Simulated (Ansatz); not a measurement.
Sn3O3⁻, relaxed as a doublet with UKS B3LYP-D4/def2-SVPD in Ansatz, starting from the GFN2-xTB geometry. Force threshold 0.02 eV/Å.

In the def2 sets Sn takes a core potential; there is no spin–orbit coupling. The highest occupied level of the charge -1 doublet lies above zero (up to 0.77 eV). It is a level of α spin, whose loss leaves a singlet; that state wasn't run at this geometry and level. The electron is either unbound and held by the finite basis, or the level is raised by self-interaction error. The relaxation made no stability test and no search for a lower SCF solution. Another isomer (doublet) lies 0.55 eV lower at PBE0-D4/def2-TZVPD; other spin states weren't run for this one.

Start:

```tsv
atom	x (Å)	y (Å)	z (Å)
Sn1	0.502	-1.535	1.479
Sn2	1.597	1.068	-1.055
Sn3	-2.098	0.465	-0.431
O4	-0.418	1.286	-1.233
O5	-1.339	-0.895	0.881
O6	1.756	-0.389	0.359
```

Estimate the energy that the relaxation releases and the steps that it takes.

1.1 kcal/mol, in 16 steps; 2 min on 4 threads of Intel Xeon Platinum 8259CL on a shared host. The force fell under the threshold at step 5, but the optimiser went on and released 0.007 eV more. No frequencies were taken in this run, so the end may be a saddle point.

Does the start keep its bonding and symmetry?

By distances, no bond broke or formed. The bond that changes most is Sn2–O4, from 2.04 to 2.09 Å (atoms count from 1). Point group D3h at the start, Cs at the end, both within 0.05 Å.

Predict the relaxed structure.


```xyz
6

Sn    0.5195   -1.5551    1.4974
Sn    1.6285    1.0800   -1.0615
Sn   -2.0560    0.4563   -0.4201
O    -0.4407    1.2944   -1.2474
O    -1.3628   -0.8947    0.8827
O     1.7115   -0.3810    0.3489
```
Bond lengths (bridged metal pairs left out): 6 × O–Sn 2.00 to 2.09 Å.
